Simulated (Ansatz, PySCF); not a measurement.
Process, species as SMILES: C=CCO -> [CH]=C + [CH2]O (the C-C bond at the site shown breaks; other sites are not compared here)
Geometries: B3LYP-D3(BJ)/def2-TZVP minima from Ansatz (a program for electronic structure), one conformer each, not searched for the lowest. Markedly spin-contaminated UHF reference, which strains HF, MP2 and, less, CCSD(T): [CH]=C.
Geometry of the first species:
```
C
C 1 1.3271
H 2 1.0825 1 121.90
H 2 1.0847 3 116.79 1 179.46
H 1 1.0863 2 120.26 3 -1.03
C 1 1.4963 5 115.57 2 178.75
H 6 1.0922 1 110.53 5 60.03
H 6 1.0967 7 107.77 1 -120.37
O 6 1.4280 7 105.02 8 -118.62
H 9 0.9640 6 107.86 7 -175.79
```
Charge 0, spin multiplicity 1.

Wanted: bond dissociation energy (0 K, with B3LYP-D3(BJ) harmonic zero-point energies from PySCF), in kcal/mol. Cores are frozen in the correlated levels unless marked. UHF or UKS for open shells. Spin-orbit coupling is left out. No relativistic terms. 

```csv
level,program,bond dissociation energy (kcal/mol)
HF/6-31G,Ansatz,65.4
PBE0/STO-3G,Ansatz,110.5
PBE0-D4/def2-TZVP,Ansatz + dftd4,92.9
PBE0/def2-TZVP,Ansatz,91.5
HSE06-D3(BJ)/def2-TZVPD,Ansatz + dftd3,92.5
HSE06/def2-TZVPD,Ansatz,91.5
CAM-B3LYP/def2-TZVPD,Ansatz,90.2
MP2/aug-cc-pVDZ,Ansatz,103.4
CCSD/STO-3G,Ansatz,101.5
CCSD/6-31G*,Ansatz,92.7
CCSD/aug-cc-pVDZ,Ansatz,91.5
CCSD(T)/STO-3G,Ansatz,101.5
CCSD(T)/6-31G*,Ansatz,94.5
CCSD(T)/aug-cc-pVTZ,Ansatz,94.9
```
